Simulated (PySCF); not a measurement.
C3H8O2Si, SMILES O1[C@@H]([Si@H](C1)O)C. Atoms are numbered in the order given.

```xyz
14

C      2.1609     0.6174     0.6261
C      0.9845     0.2903    -0.2708
O      0.9333    -1.1335    -0.5692
C     -0.4777    -1.4416    -0.6188
Si    -0.8014     0.1405     0.3877
O     -2.0182     1.2219     0.0292
H      2.2042     1.7010     0.8219
H      2.0863     0.0915     1.5909
H      3.1095     0.3178     0.1506
H      1.0594     0.8687    -1.2161
H     -0.8630    -1.4435    -1.6588
H     -0.6735    -2.4338    -0.1806
H     -0.8948    -0.0517     1.8583
H     -2.1350     1.4781    -0.8932
```

Geometry: B3LYP-D3(BJ)/def2-SVP. The structure was generated by enumeration; whether it is a known compound was not checked. The values are those of a single conformer.

Calculation: r2SCAN/def2-TZVP in PySCF.

Question: Estimate the frontier levels, gap, dipole moment and polarisability. (Estimate from the structure and the level; the computed values follow.)

Answer: 
```json
{
  "highest_occupied_level": "-5.85 eV",
  "lowest_empty_level": "0.00 eV",
  "orbital_gap": "5.85 eV",
  "dipole_moment": "1.57 D",
  "quadrupole, principal values (traceless, Buckingham form, about the centre of nuclear charge)": "-11.39, 4.04, 7.35 D·Å",
  "mean_static_polarisability": "67.6 bohr³ (10.02 Å³)",
  "polarisability_principal_values": "61.5, 67.3, 73.9 bohr³"
}
```
